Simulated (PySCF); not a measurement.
**Relaxation of quintet IrSBr**

These are results of UPBE0 in PySCF with Ir def2-SVP with ECP60, S def2-SVP, Br def2-SVP; scalar-relativistic core potentials, no spin–orbit coupling; density-fitted integrals, not measurements. A (50,194) grid was used.

A hand-made bent start, of Cs symmetry, held to at least that symmetry:

```xyz
3
charge 0 multiplicity 5, angstrom
Ir   -0.3220    0.0000   -0.4777
S    -2.0340    0.0000    0.7211
Br    1.6112    0.0000    0.8759
```

Q: What does it relax to?

A: It ends at Cs with Ir–Br 2.417 Å, Ir–S 2.143 Å; Br–Ir–S 153.7° (after a last refinement on a finer grid). A frequency run shows a minimum. Other isomers or separated fragments may lie lower.

Q: How much energy is released, and in how many steps?

A: 27.6 kJ/mol in 9 steps.

Open d and f shells are described by one determinant, and the ground state may have another occupation or spin. At this level a broken-symmetry Ms = 0 minimum of Cs symmetry lies 17 kJ/mol below this structure. With an element this heavy the missing spin–orbit coupling can shift these numbers.
